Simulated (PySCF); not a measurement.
## Mayer bond orders and bond lengths

Species: CH5NSSi.
Atom-mapped SMILES: `[H]/[N:1]=[CH:2]\[SiH2:3][SH:4]` (hydrogens: H5 on N1; H6 on C2; H7, H8 on Si3; H9 on S4)

Geometry (PBE0-D3(BJ)/def2-SVP, Å), atoms numbered from 1 in this order:
```xyz
9
CH5NSSi angstrom
N      2.0685    0.1707   -0.2738
C      1.0497    0.1613    0.4892
Si    -0.6487   -0.5719    0.0639
S     -2.2041    0.8899    0.2932
H      1.8576   -0.2921   -1.1687
H      1.1673    0.6432    1.4793
H     -0.5429   -1.0904   -1.3363
H     -1.0265   -1.6668    1.0030
H     -1.6690    1.7558   -0.5962
```

Bond orders from the PBE0/pcSseg-1 density (PySCF). Isolated species at its PBE0-D3(BJ)/def2-SVP geometry (one conformer only).

Task: Where do the orders between heavy atoms depart from those drawn in the SMILES?

Result: The largest departure is 0.138, at C2–Si3 (drawn single, 0.862). Drawn single, order below 0.88: C2–Si3 (0.862).

Task: Give the Mayer order of every bond, beside its length.

Result: 
```tsv
bond	drawn as	length (Å)	Mayer order
N1–C2	double	1.273	1.972
C2–Si3	single	1.898	0.862
Si3–S4	single	2.147	1.024
N1–H5	single	1.029	0.932
C2–H6	single	1.107	0.915
Si3–H7	single	1.497	0.915
Si3–H8	single	1.491	0.941
S4–H9	single	1.352	0.923
```

Task: Sum the orders of all bonds at each heavy atom with more than one neighbour and set the sums beside the valence in the SMILES.

Result: N1 2.904 (drawn 3), C2 3.749 (drawn 4), Si3 3.742 (drawn 4), S4 1.947 (drawn 2). Orders between atoms that aren't bonded are not in these sums.

Mayer orders depend on the basis set.
